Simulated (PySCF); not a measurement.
**Steps of a relaxation of [BiF3]2+**

[BiF3]2+ (singlet). PySCF 2.14.0, RKS TPSS, Bi def2-SVP with ECP60, F def2-SVP; non-relativistic Hamiltonian with scalar-relativistic core potentials where named; density fitting; no spin-orbit coupling. Origin of the start: template. Columns: position (Å) and force (eV/Å). Energies are counted from the last step; some of the 9 steps are shown. Forces carry noise of the integration grid, about 0.01 to 0.03 eV/Å.

Run from Python with OMP_NUM_THREADS=2. Where DIIS fails, smearing, a level shift and second-order steps follow.
It took 16 s on 2 threads of Arm Neoverse V1 (shared host), from the converged density of the start.

```xyz
4
step 0  E = 0.833 eV
Bi   -0.1401    0.0000    0.0000     0.87    0.00    0.00
F    -0.1401    0.0000    1.9608    -0.87    0.00    1.25
F    -0.1401    0.0000   -1.9608    -0.87    0.00   -1.25
F     1.8207    0.0000    0.0000     0.87    0.00    0.00
```

```xyz
4
step 3  E = 0.162 eV
Bi    0.1503    0.0000    0.0000     0.14    0.00    0.00
F    -0.4521    0.0000    1.9666     0.01    0.00   -1.05
F    -0.4521    0.0000   -1.9666     0.01    0.00    1.05
F     2.1544    0.0000    0.0000    -0.16    0.00    0.00
```

```xyz
4
step 5  E = 0.003 eV
Bi    0.2641    0.0000    0.0000     0.26    0.00    0.00
F    -0.5627    0.0000    1.8113    -0.10    0.00    0.06
F    -0.5627    0.0000   -1.8113    -0.10    0.00   -0.06
F     2.2619    0.0000    0.0000    -0.06    0.00    0.00
```

**Question.** Where does the relaxation end?

**Answer.** It converges at step 8 in C2v:
```xyz
4
step 8  E = 0
Bi    0.3093    0.0000    0.0000
F    -0.6066    0.0000    1.7724
F    -0.6066    0.0000   -1.7724
F     2.3045    0.0000    0.0000
```

**Question.** How did the contacts change?

**Answer.** 
```json
{"contact": "Bi1–F2 (F)", "start (Å)": "1.961", "end (Å)": "1.995"}
{"contact": "Bi1–F3 (F)", "start (Å)": "1.961", "end (Å)": "1.995"}
{"contact": "Bi1–F4 (F)", "start (Å)": "1.961", "end (Å)": "1.995"}
```


No frequency check is given that shows the relaxed geometry to be a minimum.
